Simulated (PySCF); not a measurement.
Nb(NH)(F)(NH2)2 (FH₅N₃Nb), SMILES [NH]=[Nb]([NH2])([NH2])[F], multiplicity 1. The structure is a stationary point at B3LYP-D3(BJ)/def2-SVP. The multiplicity is an assumed one; no other spin state was optimised. The structure was generated by enumeration; whether it is a known compound was not checked. The def2 effective core potentials stand for the cores of Nb; spin–orbit coupling is left out. Other conformers were not sampled.

Computed equilibrium geometry at B3LYP-D3(BJ)/def2-SVP (PySCF confirms it by a frequency run) as Cartesian coordinates in Å, and its point group (one conformer of several):
point group Cs.
```xyz
10

Nb     0.0474    -0.0265     0.0000
N      1.6750     0.6349     0.0000
H      2.6779     0.8017     0.0000
F     -0.0650    -1.9295     0.0000
N     -0.8120     0.6802    -1.6429
H     -1.7926     0.5211    -1.8758
H     -0.4044     1.3209    -2.3197
N     -0.8120     0.6802     1.6429
H     -0.4044     1.3209     2.3197
H     -1.7926     0.5211     1.8758
```
Charge 0, spin multiplicity 1.
